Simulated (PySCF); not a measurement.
C₅H₆O₂, SMILES Cc1coc(O)c1. Geometry: PBE-D3(BJ)/def2-SVP. One conformer was computed; it need not be the lowest.

These are PySCF with PBE-D3(BJ)/def2-SVP values and carry that method's errors.

Harmonic wavenumbers (cm⁻¹): 134, 189, 267, 273, 345, 456, 581, 599, 644, 680, 723, 739, 948, 958, 992, 1008, 1100, 1142, 1166, 1216, 1328, 1362, 1401, 1409, 1459, 1587, 1632, 2964, 3034, 3070, 3184, 3216, 3744. Rotational constants (GHz): 7.278, 1.974, 1.568; symmetry number 1.

Q: Work out the zero-point energy and the ideal-gas rigid-rotor harmonic-oscillator thermochemistry at 298.15 K and 1 atm.

A: ZPE = ½ Σ hcν = ½ × 43551 cm⁻¹ = 260.49 kJ/mol. H − E(el) = 280.57 kJ/mol. Entropy in J/(mol K): translation 165.94, rotation 113.21, vibration 55.21, total 334.36. G − E(el) = 180.88 kJ/mol. Cp = 112.08 J/(mol K). Modes under 150 cm⁻¹ make the vibrational entropy uncertain.
